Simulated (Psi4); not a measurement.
F3Te (SMILES F[Te](F)F), doublet, at a GFN2-xTB geometry (the spin is typed, not shown lowest) (all electrons, no relativity); B3LYP/3-21G (Psi4 1.11).

Here is a job for Psi4.
```
memory 2 GB

molecule {
0 2
Te   -0.02303119   -0.20998681    0.25384591
F    -1.85637227   -0.22488197   -0.59006750
F     0.03390534    1.30408449   -0.92930113
F     1.95553606    0.13405462    0.05270334
}

set {
  basis 3-21g
  reference uks
  scf_type pk
}

energy('b3lyp')
print_variables()
```

It wrote (shortened):

```
   => Loading Basis Set <=

    Name: 3-21G
    Role: ORBITAL
    Keyword: BASIS

         ---------------------------------------------------------
                                   SCF
               by Justin Turney, Rob Parrish, Andy Simmonett
                          and Daniel G. A. Smith
                              UKS Reference
         ---------------------------------------------------------

  ==> Geometry <==

    Molecular point group: c1
    Full point group: C1

    Geometry (in Angstrom), charge = 0, multiplicity = 2:

       Center              X                  Y                   Z               Mass
    ------------   -----------------  -----------------  -----------------  -----------------
         TE          -0.020549700626    -0.187361809337     0.226495317858   129.906222748000
         F           -1.853890780626    -0.202256969337    -0.617418092142    18.998403162730
         F            0.036386829374     1.326709490663    -0.956651722142    18.998403162730
         F            1.958017549374     0.156679620663     0.025352747858    18.998403162730

  Running in c1 symmetry.

  Rotational constants: A =      0.25704  B =      0.11536  C =      0.08191 [cm^-1]
  Rotational constants: A =   7705.79333  B =   3458.32090  C =   2455.60784 [MHz]
  Nuclear repulsion =  420.200011009814091

  Charge       = 0
  Multiplicity = 2
  Electrons    = 79
  Nalpha       = 40
  Nbeta        = 39

  ==> Algorithm <==

  SCF Algorithm Type is PK.
  DIIS enabled.
  MOM disabled.
  Fractional occupation disabled.
  Guess Type is SAD.
  Energy threshold   = 1.00e-06
  Density threshold  = 1.00e-06
  Integral threshold = 1.00e-12

  ==> Primary Basis <==

  Basis Set: 3-21G
    Blend: 3-21G
    Number of shells: 28
    Number of basis functions: 60
    Number of Cartesian functions: 60
    Spherical Harmonics?: false
    Max angular momentum: 2

  ==> DFT Potential <==

   => LibXC <=

    Version 7.1.2
    S. Lehtola, C. Steigemann, M. J. T. Oliveira, and M. A. L. Marques,  SoftwareX 7, 1–5 (2018) (10.1016/j.softx.2017.11.002)

   => Composite Functional: B3LYP <=

    B3LYP Hyb-GGA Exchange-Correlation Functional

    P. J. Stephens, F. J. Devlin, C. F. Chabalowski, and M. J. Frisch,  J. Phys. Chem. 98, 11623 (1994) (10.1021/j100096a001)

    Deriv               =              1
    GGA                 =           TRUE
    Meta                =          FALSE

    Exchange Hybrid     =           TRUE
    MP2 Hybrid          =          FALSE

   => Exchange Functionals <=

    0.0800   Slater exchange
    0.7200         Becke 88

   => Exact (HF) Exchange <=

    0.2000               HF

   => Correlation Functionals <=

    0.1900   Vosko, Wilk & Nusair (VWN5_RPA)
    0.8100   Lee, Yang & Parr

   => LibXC Density Thresholds  <==

    XC_HYB_GGA_XC_B3LYP:  1.00E-15

   => Molecular Quadrature <=

    Radial Scheme          =       TREUTLER
    Pruning Scheme         =           NONE
    Nuclear Scheme         =       TREUTLER

    Blocking Scheme        =         OCTREE
    BS radius alpha        =              1
    Pruning alpha          =              1
    Radial Points          =             75
    Spherical Points       =            302
    Total Points           =          86491
    Total Blocks           =            723
    Max Points             =            252
    Max Functions          =             57
    Weights Tolerance      =       1.00E-15

  ==> Integral Setup <==

  Using in-core PK algorithm.
   Calculation information:
      Number of atoms:                   4
      Number of AO shells:              28
      Number of primitives:             60
      Number of atomic orbitals:        60
      Number of basis functions:        60

      Integral cutoff                 1.00e-12
      Number of threads:                 1

  Performing in-core PK
  Using 3350730 doubles for integral storage.
  We computed 56993 shell quartets total.
  Whereas there are 82621 unique shell quartets.

[...]
  Reciprocal condition number of the overlap matrix is 3.1616507164E-04.
    Using symmetric orthogonalization.

  ==> Pre-Iterations <==

  SCF Guess: Superposition of Atomic Densities via on-the-fly atomic UHF (no occupation information).

   -------------------------
    Irrep   Nso     Nmo
   -------------------------
     A         60      60
   -------------------------
    Total      60      60
   -------------------------

  ==> Iterations <==

                        Total Energy        Delta E     RMS |[F,P]|

   @UKS iter SAD: -6880.28939219933909   -6.88029e+03   0.00000e+00
   @UKS iter   1: -6883.57075218346017   -3.28136e+00   1.11380e-02 ADIIS/DIIS
   @UKS iter   2: -6883.41727865338726    1.53474e-01   1.50827e-02 ADIIS/DIIS
   @UKS iter   3: -6883.67466860775767   -2.57390e-01   3.61388e-03 ADIIS/DIIS
   @UKS iter   4: -6883.68770634148677   -1.30377e-02   2.32075e-03 ADIIS/DIIS
   @UKS iter   5: -6883.69381102376974   -6.10468e-03   3.65984e-04 ADIIS/DIIS
   @UKS iter   6: -6883.69403329635225   -2.22273e-04   5.68932e-05 DIIS
   @UKS iter   7: -6883.69403964624144   -6.34989e-06   1.06803e-05 DIIS
   @UKS iter   8: -6883.69404028804092   -6.41799e-07   2.64871e-06 DIIS
   @UKS iter   9: -6883.69404031679278   -2.87519e-08   3.92988e-07 DIIS
  Energy and wave function converged.

  ==> Post-Iterations <==

   Electrons on quadrature grid:
      Nalpha   =   40.0000198095 ; deviation = 1.981e-05
      Nbeta    =   39.0000159088 ; deviation = 1.591e-05
      Ntotal   =   79.0000357183 ; deviation = 3.572e-05

   @Spin Contamination Metric:   1.485685232E-03
   @S^2 Expected:                7.500000000E-01
   @S^2 Observed:                7.514856852E-01
   @S   Expected:                5.000000000E-01
   @S   Observed:                5.000000000E-01

    Orbital Energies [Eh]
    ---------------------

    Alpha Occupied:

[...]
      40A     -0.252021

    Alpha Virtual:

[...]
    Beta Occupied:

[...]
    Beta Virtual:

[...]
    Final Occupation by Irrep:
              A
    DOCC [    39 ]
    SOCC [     1 ]
    NA   [    40 ]
    NB   [    39 ]

  @UKS Final Energy: -6883.69404031679278

   => Energetics <=

    Nuclear Repulsion Energy =            420.2000110098140908
    One-Electron Energy =              -10318.9891585163895797
    Two-Electron Energy =                3177.9843587357700017
    DFT Exchange-Correlation Energy =    -162.8892515459878609
    Empirical Dispersion Energy =           0.0000000000000000
    VV10 Nonlocal Energy =                  0.0000000000000000
    Total Energy =                      -6883.6940403167927798

  UHF NO Occupations:
  HONO-2 :   38  A 1.9997223
  HONO-1 :   39  A 1.9996677
  HONO-0 :   40  A 1.0000000
  LUNO+0 :   41  A 0.0003323
  LUNO+1 :   42  A 0.0002777
  LUNO+2 :   43  A 0.0001030
  LUNO+3 :   44  A 0.0000144

Computation Completed

Properties will be evaluated at   0.000000,   0.000000,   0.000000 [a0]

Properties computed using the SCF density matrix

 Multipole Moments:

 ------------------------------------------------------------------------------------
     Multipole            Electronic (a.u.)      Nuclear  (a.u.)        Total (a.u.)
 ------------------------------------------------------------------------------------

 L = 1.  Multiply by 2.5417464519 to convert [e a0] to [Debye]
 Dipole X            :         -0.4675637            0.3704580           -0.0971057
 Dipole Y            :         -4.1935225            3.3776496           -0.8158729
 Dipole Z            :          5.1145473           -4.0831257            1.0314216
 Magnitude           :                                                    1.3186769

 ------------------------------------------------------------------------------------

  Variable Map:
  ----------------------------------------------------------------------------
[...]
  Array Variable Map:
  ----------------------------------------------------------------------------
[...]
[...]
```
